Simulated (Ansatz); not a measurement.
```yaml
crystal:
  periodic: [false, false, false]
  atoms:
    - {symbol: C, position_ang: [0.087296, 1.667525, -0.262948]}
    - {symbol: N, position_ang: [0.342667, 0.221879, -0.529885]}
    - {symbol: Si, position_ang: [-0.235081, -0.971224, 0.490589]}
    - {symbol: S, position_ang: [-0.444576, -2.579197, -0.949986]}
    - {symbol: H, position_ang: [1.082799, 2.226556, 0.204648]}
    - {symbol: H, position_ang: [0.161259, 2.418141, -1.185506]}
    - {symbol: H, position_ang: [-0.535509, 1.997036, 0.291712]}
    - {symbol: H, position_ang: [0.970942, 0.004636, -1.091328]}
    - {symbol: H, position_ang: [-1.387158, -0.216659, 1.266029]}
    - {symbol: H, position_ang: [0.413222, -1.402982, 1.424287]}
    - {symbol: H, position_ang: [-0.360242, -3.386383, -0.105396]}
basis:
  gaussian: {orbitals: STO-3G}
magnetization: {spin_polarized: true, initial_magnetization: 0}
hamiltonian: {xc: {name: r2SCAN}, dispersion: d3bjatm}
accuracy: high
relax: {f_tol: 0.0001, max_steps: 2}
```

```sh
$ ansatz run in.yaml --threads 4 --pin off --events-out ev --progress --plain --max-ram 10444MiB
```

Output, abridged:

```
Functional definition: r2SCAN
706 factors; integrals over basis functions are off by at most 1.8e-9 eV
mean field evaluation 1: about -21101.2899 eV, gradient 1.6e1 eV
mean field evaluation 2: about -21100.9544 eV, gradient 1.8e1 eV
mean field evaluation 4: about -21102.9561 eV, gradient 5.2e-1 eV
mean field evaluation 8: about -21102.8708 eV, gradient 1.2e-2 eV
mean field evaluation 16: about -21102.8708 eV, gradient 2.5e-7 eV
mean field -21102.87083976 eV, -775.5161993217 hartree, gradient 2.1e-8 eV, S^2 0.000000; 0 other end points of the search recorded, 0 dependent functions left out
reference -21102.87084091 eV, -775.5161993640 hartree; 25, 25 occupied and 10, 10 virtual orbitals, 706 factors
relax step   1: F+E_penalty+E_count = -21102.93932102 eV  Δ(F+E_penalty+E_count) = +0.000e0 eV  max|allowed force component| = 1.630e1 eV/Å  Δτ_max = 0.0000 Å  (28 SCF iters, accepted)
709 factors; integrals over basis functions are off by at most 1.8e-9 eV
mean field -21107.71050234 eV, -775.6940536411 hartree, gradient 1.6e-8 eV, S^2 0.000000; 0 other end points of the search recorded, 0 dependent functions left out
reference -21107.71050354 eV, -775.6940536850 hartree; 25, 25 occupied and 10, 10 virtual orbitals, 709 factors
relax step   2: F+E_penalty+E_count = -21107.77861748 eV  Δ(F+E_penalty+E_count) = -4.839e0 eV  max|allowed force component| = 2.133e0 eV/Å  Δτ_max = 0.1974 Å  (33 SCF iters, accepted)
Error: geometry relaxation did not converge after 2 steps: max|allowed force component| = 2.13e0 eV/Å (threshold 1.0e-4). Raise `relax.max_steps` over both its present limit and 2, loosen `relax.f_tol`, or start from a geometry closer to equilibrium. Where this run's directory can be resumed (`checkpoint.write`), a resume goes on for up to `relax.max_steps` more
```

(1) Something in this input is off. What?

Answers

(1) The relaxation is allowed too few steps for its threshold. No converged result was reached.
